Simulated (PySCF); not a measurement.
Geometry:
```
atom   x (Å)   y (Å)   z (Å)
  C1   3.079  -0.109   0.610
  C2   1.779  -0.230   0.806
  C3   0.754  -0.204  -0.282
  C4  -0.315  -1.301  -0.145
  N5  -1.562  -0.565   0.078
 Si6  -3.140  -1.242   0.244
  N7  -1.353   0.769   0.023
  C8  -0.127   1.041  -0.170
  C9   0.417   2.416  -0.266
 H10   3.496  -0.003  -0.378
 H11   3.781  -0.112   1.426
 H12   1.380  -0.330   1.808
 H13   1.251  -0.228  -1.257
 H14  -0.399  -1.912  -1.048
 H15  -0.123  -1.965   0.702
 H16  -3.981  -0.136   0.669
 H17  -3.033  -2.321   1.234
 H18  -3.593  -1.830  -1.026
 H19   0.895   2.568  -1.234
 H20  -0.386   3.138  -0.144
 H21   1.169   2.576   0.506
```

[PySCF: GFN2-xTB structure; shieldings: GIAO PBE0/pcSseg-1; equivalent nuclei averaged; no solvent model; no relativistic terms; a single conformation]

δ = σ(ref) − σ, references computed at the same level: 13C (σ = 186.93 ppm) vs TMS.

Task: Do the 13C shifts follow the atomic charges (in e)? Tabulate both.

Result: 
| atoms | hybridisation | δ (ppm) | σ para (ppm) | Hirshfeld | IAO | Mulliken | ESP-fitted |
| --- | --- | --- | --- | --- | --- | --- | --- |
| C2 | sp2 | 148.5 | -218 | -0.04 | -0.13 | -0.15 | -0.14 |
| C8 | sp2 | 145.7 | -217 | +0.05 | +0.10 | +0.05 | +0.42 |
| C1 | sp2 | 121.4 | -188 | -0.10 | -0.32 | -0.12 | -0.48 |
| C3 | sp3 | 60.1 | -123 | -0.03 | -0.15 | -0.41 | +0.15 |
| C4 | sp3 | 57.0 | -116 | -0.02 | -0.18 | +0.18 | -0.21 |
| C9 | sp3 | 15.9 | -77 | -0.12 | -0.43 | -0.15 | -0.52 |

Correlation coefficients of δ with charge over these carbons: Hirshfeld +0.51, IAO +0.64, Mulliken +0.15, ESP-fitted +0.43; with the paramagnetic shielding -1.00. With so few points, grouped by hybridisation, these coefficients are fragile. Charge is one influence among several: hybridisation and low-lying excitations act through the paramagnetic term.

Shifts are as computed. Against solution values, carbons near 30 ppm lie about +3 ppm off and those near 130 ppm about +5 ppm. Of 1211 compounds with measured shifts, 218 miss one by over three times the rms of a fit or turn the order of signals round; such compounds aren't used in these exercises.
